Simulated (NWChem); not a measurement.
# C5H5F; SMILES C=C(F)C#CC

All runs: NWChem. Pople sets run with spherical d functions. Coordinates come from a B3LYP/6-31G* (spherical d) optimisation. Level: M06-2X/6-31G* with COSMO at NWChem's default radii, gas-phase geometry; rows give the dielectric constant.

For dielectric constant 2.0:

- dipole in solution (D) = 2.45

Q: Estimate the same quantities for dielectric constant 3.9.

A: 
- dipole in solution (D) = 2.59
